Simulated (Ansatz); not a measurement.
`[Cl][Ga]([Cl])[I]` + H₂ → `[Cl][GaH][Cl]` + HI at 700 K and 1 bar (hydrogenolysis of a Ga–I bond).

Calculated with Ansatz (gas phase, PBE0-D4/def2-TZVP geometries, no zero-point term in ΔE). CCSD(T)/CBS adds triple-zeta CCSD(T) − MP2 to the extrapolated MP2 energy (def2 sets, frozen cores). This one scheme is used for every species. Elements past krypton have def2 core potentials. For Ga, I outer-core shells are correlated without core-valence functions, which leaves a few kJ/mol of doubt a bond. Scalar relativity is left out up to krypton.

| species | CCSD(T)/CBS energy (Eh) | H − E (kJ/mol) | S (J/(mol·K)) |
| --- | --- | --- | --- |
| `[Cl][Ga]([Cl])[I]` | -3141.09973 | 59.2 | 422.9 |
| H₂ | -1.17544 | 46.8 | 155.3 |
| `[Cl][GaH][Cl]` | -2844.19972 | 67.0 | 359.4 |
| HI | -298.03592 | 34.6 | 231.7 |

H − E and S are ideal-gas, rigid-rotor, harmonic terms from PBE0-D4/def2-TZVP. The MP2-based limit puts H₂ 0.8 mEh under its directly extrapolated value; such offsets cancel only in part. 1 Eh = 2625.50 kJ/mol, R = 8.31446 J/(mol·K).

Q: By hand: ΔE, ΔH, ΔS and ΔG.

A: ΔE = (-2844.19972) + (-298.03592) − (-3141.09973) − (-1.17544) = 0.03953 Eh = 103.8 kJ/mol. Δ(H − E) = 67.0 + 34.6 − 59.2 − 46.8 = -4.4, so ΔH = 99.4 kJ/mol. ΔS = 359.4 + 231.7 − 422.9 − 155.3 = 12.9 J/(mol·K). ΔG = 99.4 − 700 × (12.9)/1000 = 90.4 kJ/mol.

Q: By hand: the equilibrium constant, and the temperature at which ΔG would vanish if ΔH and ΔS stayed fixed.

A: log₁₀ K = −ΔG/(RT ln 10) = -6.7. ΔG = 0 at ΔH/ΔS = 7705 K, far beyond where these terms or the molecules hold.

The number of gas molecules stays the same, so ΔS is small and ΔH decides. A doubt of 5 kJ/mol in ΔE shifts log₁₀ K by 0.4 here. These are equilibria of isolated gas molecules and say nothing of rates. Largest T1 diagnostic: 0.011 (customary marks: 0.02 for closed shells, 0.045 for open ones).
